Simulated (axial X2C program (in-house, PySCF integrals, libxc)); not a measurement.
Which molecule has these constants?

Computed with an axial X2C code built on PySCF integrals, spin-free (one-electron X2C) or two-component (2c: spin–orbit coupling with atomic mean-field Coulomb and Gaunt terms, which also bring small scalar terms), in Dyall basis sets with cores contracted in-house; open shells are unrestricted.

A two-component PBE0 calculation in a Dyall 3-zeta basis gave Re = 2.347 Å, ωe = 443.0 cm⁻¹, De = 1.53 eV, dipole magnitude 4.45 D, Ω = 3/2.

**Question.** Which molecule is it?
A. LiRu
B. LiFe
C. LiOs

**Answer.** C. The others have LiFe 2.330 Å and 376.8 cm⁻¹ (Ω = 3/2); LiRu 2.438 Å and 371.3 cm⁻¹ (Ω = 3/2).

Each entry is the lowest single determinant of a limited PBE0 search at one distance. De goes to single-determinant-based atoms at the same level (for ions the charge split of lowest energy) and is withheld (n/a) where an atom does not fit its ground term or J level. Main or longest-lived isotopes. One determinant is a doubtful description, or other states lie close, for LiOs, LiFe, LiRu; these need not be ground states, and all values refer to the states named. With several unpaired electrons the Ω given is that of one determinant, not necessarily of the lowest component. The functionals have no current term, which raises determinants with orbital currents.
